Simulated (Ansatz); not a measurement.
Basis sets compared for Na₄H₅ (the lowest doublet isomer of a short search). The state is a doublet with charge 0. Geometry PBE-D4/def2-SVP, loosely relaxed. Ansatz on 4 threads of Arm Neoverse V1 on a shared host; times are rough, and most runs start from earlier orbitals.

```xyz
9

Na    0.566   -1.258   -2.977
Na    0.696    0.911   -0.431
Na   -1.508   -0.460    2.912
Na   -1.199   -2.092    0.060
H     0.419    2.158    1.859
H     1.315    0.558   -2.342
H     0.807    2.826    1.828
H    -0.486   -0.146    0.948
H    -0.609   -2.498   -1.857
```

The geometry of the charge 0 doublet is only loosely relaxed. In the doublet, H5 and H7 lie 0.77 Å apart (atoms count from 1), so H2 has formed as a molecule. The structure comes from a short search, and lower isomers may exist.

| level | functions | energy (Eh) | HOMO (eV) | LUMO (eV) | wall time |
| --- | --- | --- | --- | --- | --- |
| PBE-D4/def2-SVP | 85 | -651.3976 | -2.43 | -1.56 | 1.8 s |
| PBE-D4/def2-TZVP | 158 | -651.6477 | -2.46 | -1.58 | 3.2 s |
| r2SCAN-D4/def2-TZVP | 158 | -651.9966 | -2.48 | -1.47 | 7 s |
| PBE0-D4/def2-SVP | 85 | -651.4649 | -2.94 | -0.96 | 2.8 s |
| PBE0-D4/def2-TZVP | 158 | -651.7107 | -2.97 | -0.98 | 3.8 s |

**Question.** Estimate the rows for PBE-D4/def2-TZVPD, r2SCAN-D4/def2-TZVPD, PBE0-D4/def2-TZVPD.

**Answer.** 
```csv
level,functions,energy (Eh),HOMO (eV),LUMO (eV),wall time
PBE-D4/def2-TZVPD,185,-651.6489,-2.46,-1.58,4.8 s
r2SCAN-D4/def2-TZVPD,185,-651.9973,-2.48,-1.47,9.5 s
PBE0-D4/def2-TZVPD,185,-651.7116,-2.96,-0.97,6.5 s
```
